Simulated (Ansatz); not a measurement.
Reaction (ligand exchange at the Al–C bond): `C#[C][AlH][NH2]` + `[SiH3]N[SiH3]` → `[NH2][AlH][N]([SiH3])[SiH3]` + `C#C`

Computed with Ansatz on PBE0-D4/def2-TZVP structures; ΔE is electronic, products minus reactants. CCSD(T)/CBS adds triple-zeta CCSD(T) − MP2 to the extrapolated MP2 energy (def2 sets, frozen cores). This one scheme is used for every species. One conformer a species, not always the lowest.

```csv
species,MP2/def2-QZVPP energy (Eh)
`C#[C][AlH][NH2]`,-375.13062
`[SiH3]N[SiH3]`,-637.01061
`[NH2][AlH][N]([SiH3])[SiH3]`,-934.97322
`C#C`,-77.18337
```

**Question.** Work out ΔE.

**Answer.** ΔE = (-934.97322) + (-77.18337) − (-375.13062) − (-637.01061) = -0.01536 Eh = -0.42 eV. CCSD(T)/CBS gives -0.41 eV.

Largest T1 diagnostic among the species: 0.013.

The D4 term adds −0.12 eV with B3LYP and −0.07 eV with PBE0; it sums over pairs of atoms, weighted by their polarisabilities, and B3LYP, whose exchange is more repulsive, gets the larger term. In def2-TZVPP, CCSD(T) changes the Hartree–Fock value by −0.16 eV (the triples alone add −0.02 eV) and MP2 by −0.17 eV.

B3LYP here is the variant with VWN-RPA as its local correlation; programs differ in this.
